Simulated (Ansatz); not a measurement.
C$_{2}$H$_{7}$GeIn, SMILES `C=[C]([GeH3])[InH2]`. The species carries charge 0 and has multiplicity 1. In takes the def2 core potential.

Cartesian coordinates in Å:
```
C 0.4565 0.4729 1.4787
C 0.0955 0.0178 0.2754
Ge -0.5677 1.2633 -1.0573
In 0.2858 -2.0926 -0.0824
H 0.3957 1.5281 1.7532
H 0.8355 -0.1807 2.2650
H -1.9958 0.8745 -1.4857
H 0.3218 1.2215 -2.3148
H -0.5786 2.6968 -0.4878
H 0.8982 -3.0060 1.2504
H -0.1470 -2.7954 -1.5947
```

(1) List the harmonic frequencies (cm⁻¹, unscaled) at PBE0-D4/def2-TZVP in Ansatz. (Estimate.)

(2) Is this a minimum?

(3) Give the ideal-gas thermochemistry at 298.15 K and 1 bar (rigid rotor, harmonic oscillator; point group Cs, symmetry number 1).

(4) And at 400, 500, 600, 800 and 1000 K?

(5) Rotational constants (cm⁻¹)?

## Answers

(1) Ansatz gave: 98, 107, 123, 221, 233, 325, 373, 488, 567, 576, 587, 708, 742, 835, 874, 887, 1017, 1132, 1449, 1636, 1801, 1819, 2125, 2136, 2140, 3076, 3146.

(2) Yes, all 27 modes are real.

(3) Zero-point energy 174.8 kJ/mol; H(298) − E = 198.2 kJ/mol; entropy 378.6 J/(mol·K), of which translation 176.0, rotation 121.3, vibration 81.2; G(298) − E = 85.3 kJ/mol. Modes under 100 cm⁻¹ are hindered rotations or soft bends, so the harmonic entropy is rough.

(4) 
| T (K) | H − E (kJ/mol) | S (J/mol/K) | G − E (kJ/mol) |
| --- | --- | --- | --- |
| 400 | 211.7 | 417.5 | 44.7 |
| 500 | 226.9 | 451.3 | 1.2 |
| 600 | 243.6 | 481.7 | -45.5 |
| 800 | 280.6 | 534.8 | -147.3 |
| 1000 | 321.2 | 580.1 | -258.9 |

(5) 0.1821, 0.02722, 0.02389.
